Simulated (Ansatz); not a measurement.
Cost and result for the atomization energy of CH6FGeIn, SMILES `[CH3][GeH]([F])[InH2]` (10 atoms, 9 bonds).

```xyz
10

C     1.666    0.210    0.452
Ge   -0.234    0.639    0.349
F    -0.326    2.023   -0.745
In   -1.819   -1.113   -0.796
H     2.220    1.096    0.767
H     1.835   -0.587    1.179
H     2.036   -0.115   -0.520
H    -0.709    1.214    1.706
H    -3.254   -1.678   -0.019
H    -1.416   -1.687   -2.374
```

Total charge 0; spin multiplicity 1. Correlated methods include outer-core shells of Ge, In, which these sets cover unevenly. Scalar relativity is left out up to krypton. In: def2 effective core potential. All single points use the PBE0-D4/def2-TZVP geometry. Program: Ansatz. All runs use 4 threads of an Arm Neoverse V1 on a shared host. Times are those of one run each, without the atoms' runs, and a repeat can differ threefold. Electronic energies, without spin–orbit coupling; frozen cores. CCSD(T)/CBS adds CCSD(T) − MP2 in def2-TZVPP to the MP2 limit, and its time is that of the two runs behind it. T1 = 0.013. With those shells the extrapolation isn't a true limit. B3LYP takes the VWN-RPA correlation (the form of Gaussian; ORCA's B3LYP/G). HSE06 is the plane-wave form, built on full-range PBE exchange.

CCSD(T)/CBS is a level of theory with its own doubt, some kJ/mol a heavy atom from the limit and from the frozen cores, so smaller differences don't rank the functionals.

```
                             level  functions  wall time
            LDA (SPW92)/def2-TZVPP        244      1.6 s
              revPBE-D4/def2-TZVPP        244      2.4 s
                BLYP-D4/def2-TZVPP        244      2.8 s
   PBE-D4/def2-TZVPP (with forces)        244      2.9 s
               HSE06-D4/def2-TZVPP        244        4 s
r2SCAN-D4/def2-TZVPP (with forces)        244      5.5 s
 B3LYP-D4/def2-TZVPP (with forces)        244      5.5 s
             r2SCANh-D4/def2-TZVPP        244        6 s
                 B97M-V/def2-TZVPP        244       11 s
                  CCSD(T)/def2-SVP        116       12 s
                    MP2/def2-QZVPP        465       24 s
                CCSD(T)/def2-TZVPP        244    4.6 min
                 CCSD(T)/CBS(def2)          –      5 min
```

Task: What atomization energy does each give, and how far from CCSD(T)/CBS? (Estimate.)

Result: Ansatz gave: 
```tsv
level	atomization (kcal/mol)	difference from CCSD(T)/CBS	per bond
LDA (SPW92)/def2-TZVPP	807.6	92.1	10.2
revPBE-D4/def2-TZVPP	695.4	-20.1	-2.2
BLYP-D4/def2-TZVPP	700.6	-14.9	-1.7
PBE-D4/def2-TZVPP (with forces)	712.6	-2.9	-0.3
HSE06-D4/def2-TZVPP	705.4	-10.1	-1.1
r2SCAN-D4/def2-TZVPP (with forces)	713.3	-2.2	-0.2
B3LYP-D4/def2-TZVPP (with forces)	706.0	-9.5	-1.1
r2SCANh-D4/def2-TZVPP	709.5	-6.0	-0.7
B97M-V/def2-TZVPP	718.3	2.8	0.3
CCSD(T)/def2-SVP	670.3	-45.2	-5.0
MP2/def2-QZVPP	709.4	-6.1	-0.7
CCSD(T)/def2-TZVPP	701.0	-14.5	-1.6
CCSD(T)/CBS(def2)	715.5	0.0	0.0
```

From r2SCAN to r2SCAN0 (25 % exact exchange), in def2-TZVPP and without D4, the atomization energy moves by −9.2 kcal/mol: exact exchange takes away binding that semilocal exchange gives to molecules. At CCSD(T), def2-SVP lies −45.2 kcal/mol from the extrapolated value and def2-TZVPP −14.5 kcal/mol: correlation converges slowly with the basis, and small sets miss more of it in the bonded molecule than in its fragments. Leaving LDA and LC-ωPBE aside and taking each functional with its dispersion term where it has one, the values, not all of them listed here, spread over 25.4 kcal/mol, from BHLYP-D4 to B97M-V. LDA lies +99.4 kcal/mol from PBE without D4, its usual overbinding.

Spin–orbit coupling would lower the free In atoms strongly, and the atomization energy with them, by more than many differences here. For some Ge, Se and Sn compounds the MP2-based and the directly extrapolated limit differ by 10 to 25 kJ/mol.
